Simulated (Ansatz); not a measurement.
C2H8GeO2 (`[CH3][Ge]([CH3])([OH])[OH]`) at its PBE0-D4/def2-TZVP geometry, where that method's forces vanish. The species carries charge 0 and has multiplicity 1.

```xyz
13

C    -1.7243    0.4970    0.1241
Ge    0.0577   -0.1679   -0.2395
C     1.4493    0.3069    1.0205
O     0.4139    0.4364   -1.8809
O     0.1057   -1.9518   -0.2779
H    -2.4042    0.1846   -0.6698
H    -2.0878    0.1100    1.0768
H    -1.7172    1.5873    0.1623
H     2.3923   -0.1513    0.7192
H     1.1929   -0.0557    2.0169
H     1.5755    1.3896    1.0575
H     1.2663    0.1381   -2.2055
H    -0.5201   -2.3232   -0.9037
```

(1) What forces (eV/Å) does ωB97M-V/def2-TZVPP give on these atoms in Ansatz? (Estimate.)

Results:

(1) The calculation gave: 
```
C1  -0.015  0.007  0.000
Ge2 -0.029  0.084  0.121
C3   0.011  0.001  0.009
O4   0.061 -0.015 -0.042
O5  -0.041 -0.047 -0.044
H6   0.049  0.022  0.060
H7   0.020  0.032 -0.069
H8  -0.005 -0.081 -0.001
H9  -0.068  0.035  0.022
H10  0.022  0.029 -0.071
H11 -0.003 -0.077  0.003
H12 -0.033  0.026 -0.017
H13  0.030 -0.017  0.029
```
